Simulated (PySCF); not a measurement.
C5H6BN, SMILES C#CC1=CCB1N. Atoms are numbered in the order given.

```xyz
13

C      0.3405    -2.9468     0.0000
C      0.0233    -1.7725     0.0000
C     -0.2904    -0.3921     0.0000
C     -1.4823     0.2723     0.0000
C     -1.0120     1.7230     0.0000
B      0.4346     1.0049     0.0000
N      1.7559     1.4273     0.0000
H      0.6082    -3.9860     0.0000
H     -2.5057    -0.1281     0.0000
H     -1.3026     2.3056     0.8927
H     -1.3026     2.3056    -0.8927
H      2.5363     0.7802     0.0000
H      2.0271     2.4034     0.0000
```

The structure is a stationary point at B3LYP-D3(BJ)/def2-SVP. This is a generated structure with no PubChem entry under its InChIKey; it may be hypothetical. The values are those of a single conformer.

All values below come from PBE/pcSseg-1 in PySCF.

GIAO shieldings, no solvent; atoms listed in one row are averaged. δ = σ(ref) − σ: ¹³C against TMS (σ = 182.0 ppm); ¹¹B against BF3 (σ = 83.9 ppm); ¹⁵N against NH3 (σ = 267.0 ppm); ¹H against TMS (σ = 31.49 ppm), references at their B3LYP-D3(BJ)/def2-TZVP geometries, non-relativistic.

| nucleus | atoms | count | δ (ppm) |
|---|---|---|---|
| ¹³C | C4 | 1 | 178.4 |
| ¹³C | C3 | 1 | 139.6 |
| ¹³C | C1 | 1 | 90.0 |
| ¹³C | C2 | 1 | 85.2 |
| ¹³C | C5 | 1 | 25.4 |
| ¹¹B | B6 | 1 | 26.7 |
| ¹⁵N | N7 | 1 | 100.5 |
| ¹H | H9 | 1 | 8.38 |
| ¹H | H12 | 1 | 4.24 |
| ¹H | H13 | 1 | 3.92 |
| ¹H | H8 | 1 | 3.45 |
| ¹H | H10, H11 | 2 | 1.86 |
